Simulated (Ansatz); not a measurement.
One elementary step

Start structure (AlHBrCl₃, singlet), relaxed at PBE0-D4/def2-TZVP:

Al1  (-0.147, 0.587, -0.519)
Cl2  (1.845, 0.080, -0.947)
Cl3  (-1.635, -0.081, -1.822)
Cl4  (-0.508, 2.326, 0.577)
H5  (0.895, -1.676, 1.261)
Br6  (-0.449, -1.236, 1.451)
(Å)

The step: AlCl₃ ([Cl][Al]([Cl])[Cl]) + HBr → AlBrCl₂ ([Cl][Al]([Cl])[Br]) + HCl (still joined by a long Al–Cl bond); bonds formed: Cl2–H5; dative contacts that become bonds: Al1–Br6; bonds broken: H5–Br6; bonds weakened to dative contacts: Al1–Cl2. Program: Ansatz 0.2.0. Basis: def2-TZVPP and def2-QZVPP. Cores are frozen in the correlated methods. Filled d shells of the heavier atoms are correlated. The def2 sets are not built for correlating such inner shells, so the correlated values are less sure here. Extrapolation: Hartree–Fock as exp(−7.88 √X), correlation as X^−2.97. Energies below are by CCSD(T) at an estimated basis limit (MP2 extrapolated from triple and quadruple zeta, plus CCSD(T) − MP2 in triple zeta).

(1) What are the electronic barrier and the energy of the step, from the start structure to the end structure? (To be estimated.)

The T1 diagnostic stays at or below 0.008. The start structure is not quite a true minimum (one mode of 37i cm⁻¹).

## Answers

(1) The calculation gives: Barrier 33.5 kJ/mol; step energy 0.4 kJ/mol (uphill); reverse barrier, their difference, 33.2 kJ/mol. Barrier and step energy count from the start structure, the reverse barrier from the end structure.

The saddle point: One imaginary mode of 393i cm⁻¹.
```csv
pair,start (Å),saddle (Å),end (Å)
Al1–Br6,2.70,2.45,2.27
Cl2–H5,2.98,1.62,1.29
Al1–Cl2,2.10,2.25,2.53
H5–Br6,1.43,1.67,2.83
```

Zero-point energy (harmonic, PBE0-D4): ZPE is 32.1 kJ/mol at the start and 27.2 kJ/mol at the saddle, so the barrier goes from 33.5 to 28.7 kJ/mol.

Labels in which every atom is bracketed show which atoms are joined, not bond orders.

For scale, one of the runs: CCSD(T)/def2-TZVPP, 230 basis functions, launched by `ansatz run in.yaml --threads 8 --pin off --events-out ev --progress --plain --max-ram 19148MiB`. The run took 98 s on 8 CPU threads of an Arm Neoverse V1 (shared host), with 3.6 GiB of host memory at its peak.
